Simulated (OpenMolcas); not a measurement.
# Computed transition rates of Fe+

```yaml
Program: OpenMolcas
Method: "MS-CASPT2, IPEA 0.25 Eh, imaginary shift 0.1 Eh (closed shells correlated: 3s 3p)"
Basis: ANO-R3 [7s5p5d3f2g1h]
Scalar_Hamiltonian: X2C, finite nucleus
Active_space: 7 electrons in 6 orbitals (3d 4s)
State_averaging: 2S+1 = 6 even, 6 roots; 2S+1 = 4 even, 40 roots kept (CI in the orbitals of an earlier block); 2S+1 = 2 even, 57 roots kept (CI in the orbitals of an earlier block)
Spin-orbit_coupling: state interaction with AMFI integrals over the reference wave functions, term energies averaged over their components
```

Rates come from the transition moments of the reference wave functions (E1 and E2 in the length form). At fixed line strength A goes as λ^-3 for E1 and M1 and as λ^-5 for E2, so a rate at the computed wavelength can be rescaled to the measured one. Measured vacuum wavelengths follow from level energies in NIST Handbook of Basic Atomic Spectroscopic Data. Branching counts decays inside the model space alone, at computed energies, and the table is only a selection of the E2 and M1 lines, drawn from those between levels with measured partners whose computed energy lies within a factor of 1.5 of the measured one.

| Upper | Lower | Type | λ computed (nm) | λ measured (nm) | A computed (s-1) | A rescaled (s-1) | Branching % |
| --- | --- | --- | --- | --- | --- | --- | --- |
| 3d⁶ 4s ⁶D_1/2 | 3d⁶ 4s ⁶D_3/2 | M1 | 83520 | 87380 | 2.17e-04 | 1.89e-04 | 100.0 |
| 3d⁶ 4s ⁴H_11/2 | 3d⁶ 4s ⁴H_13/2 | M1 | 65710 | 55940 | 1.27e-04 | 2.06e-04 | 86.2 |
| 3d⁶ 4s ⁶D_3/2 | 3d⁶ 4s ⁶D_5/2 | M1 | 49420 | 51300 | 8.07e-04 | 7.21e-04 | 100.0 |
| 3d⁶ 4s ⁶D_5/2 | 3d⁶ 4s ⁶D_7/2 | M1 | 34430 | 35350 | 1.71e-03 | 1.58e-03 | 100.0 |
| 3d⁶ 4s ⁶D_7/2 | 3d⁶ 4s ⁶D_9/2 | M1 | 25740 | 25990 | 2.21e-03 | 2.15e-03 | 100.0 |
| 3d⁶ 4s ⁴D_5/2(1) | 3d⁶ 4s ⁴D_7/2(1) | M1 | 22090 | 22900 | 2.87e-03 | 2.58e-03 | 42.8 |
| 3d⁶ 4s ⁴G_11/2 [61 %] | 3d⁶ 4s ⁴H_13/2 | M1 | 2425 | 2394 | 1.14e-02 |  | 37.4 |
| 3d⁶ 4s ⁴G_9/2 [64 %] | 3d⁶ 4s ⁴H_9/2 | M1 | 2346 | 2368 | 1.29e-02 |  | 30.5 |
| 3d⁶ 4s ⁴G_5/2 | 3d⁶ 4s ⁴H_7/2 | M1 | 2258 | 2302 | 3.44e-02 |  | 39.0 |
| 3d⁶ 4s ²H_9/2 [65 %] | 3d⁶ 4s ⁴H_9/2 | M1 | 2206 | 2096 | 7.60e-03 |  | 41.4 |
| 3d⁶ 4s ²H_11/2 [62 %] | 3d⁶ 4s ⁴H_13/2 | M1 | 2129 | 2033 | 2.42e-02 |  | 60.0 |
| 3d⁶ 4s ⁴D_5/2(1) | 3d⁶ 4s ⁶D_5/2 | M1 | 1428 | 1295 | 2.13e-03 |  | 31.7 |
| 3d⁶ 4s ⁴D_3/2(1) | 3d⁶ 4s ⁶D_3/2 | M1 | 1407 | 1279 | 2.70e-03 |  | 48.9 |
| 3d⁶ 4s ⁴D_1/2(1) | 3d⁶ 4s ⁶D_1/2 | M1 | 1396 | 1271 | 3.73e-03 |  | 76.5 |
| 3d⁶ 4s ⁴D_7/2(1) | 3d⁶ 4s ⁶D_9/2 | M1 | 1383 | 1257 | 5.00e-03 |  | 69.8 |
| 3d⁶ 4s ²I_11/2 | 3d⁶ 4s ⁴H_9/2 | M1 | 854.3 | 882.7 | 4.01e-02 |  | 29.6 |
| 3d⁶ 4s ²I_13/2 | 3d⁶ 4s ⁴H_13/2 | M1 | 834.7 | 860.3 | 1.00e-01 |  | 63.0 |
| 3d⁵ 4s² ⁶S_5/2 | 3d⁶ 4s ⁶D_9/2 | E2 | 584.7 | 428.9 | 2.28e-01 | 1.07e+00 | 37.6 |
| 3d⁶ 4s ⁴H_13/2 | 3d⁶ 4s ⁶D_9/2 | E2 | 462.9 | 470.6 | 2.15e-05 |  | 100.0 |
| 3d⁶ 4s ⁴H_7/2 | 3d⁶ 4s ⁶D_7/2 | M1 | 462.6 | 468.9 | 1.11e-03 |  | 56.5 |
| 3d⁶ 4s ⁴H_9/2 | 3d⁶ 4s ⁶D_9/2 | M1 | 456.9 | 463.4 | 2.85e-03 |  | 80.9 |
| 3d⁶ 4s ⁴D_1/2(2) | 3d⁶ 4s ⁶D_1/2 | M1 | 324.2 | 329 | 2.23e-01 |  | 61.5 |
| 3d⁶ 4s ⁴D_3/2(2) | 3d⁶ 4s ⁶D_3/2 | M1 | 322.6 | 327.8 | 1.60e-01 |  | 49.9 |
| 3d⁶ 4s ⁴D_5/2(2) | 3d⁶ 4s ⁶D_5/2 | M1 | 319.9 | 325.5 | 1.21e-01 |  | 40.1 |
| 3d⁶ 4s ⁴D_7/2(2) | 3d⁶ 4s ⁶D_9/2 | M1 | 312.4 | 317.6 | 2.23e-01 |  | 55.7 |

Spin-changing lines and M1 lines between different terms are not rescaled, since their strength hangs on the term gaps too.

The largest correction is for 3d⁵ 4s² ⁶S_5/2 → 3d⁶ 4s ⁶D_9/2 (E2): 2.28e-01 × (584.7 / 428.9)^5 = 1.07e+00 s-1, a factor of 4.71.

The computed order of these levels differs from the measured one in 3 places, and where term gaps are wrong the rates of spin-changing lines can be off by large factors.

These are rates of the free ion; in crystals, glasses and complexes forced electric-dipole and non-radiative decay shorten such lifetimes by orders of magnitude. No measured rate stands beside these. Rescaling mends the energy factor alone: line strengths can still be far off where a level mixes with configurations outside the active space, and weak or spin-changing lines hang on small mixing coefficients that depend on the term gaps too, so rescaling need not improve them.

CASPT2 breaks the degeneracy within a term, and the mean is taken; among the terms shown or strongly mixed into the levels shown the widest spread is 1300 cm-1 (3d⁶ 4s ²I). Over all roots computed the reference weight is 0.88 to 0.93; the roots of lowest weight are the least certain, and an intruder state may touch them. Some levels mix across a computed gap that differs much from the measured one, so their mixing is not that of the real levels. Terms from blocks run as CI alone lack orbitals of their own. A single d shell beside an s shell can misplace configurations of different d count against each other. The CASPT2 spread within a term exceeds the gap to the next term for 3d⁶ 4s ⁴G and 3d⁶ 4s ²H, so the order of their levels is uncertain, and so are names and mixing where such terms share a J. No level of 3d⁷ was computed, though it lies in the active space. Computed and measured levels are paired by configuration, term and J; levels that our copy of the source lacks, or whose pairing is in doubt (as where it misses far off the trend of its configuration), stay unpaired. Only configurations of the active space appear.

A share in square brackets marks a mixed level and gives the weight of the term that names it. A number in round brackets counts repeated terms of one configuration in the order of the reference energies.
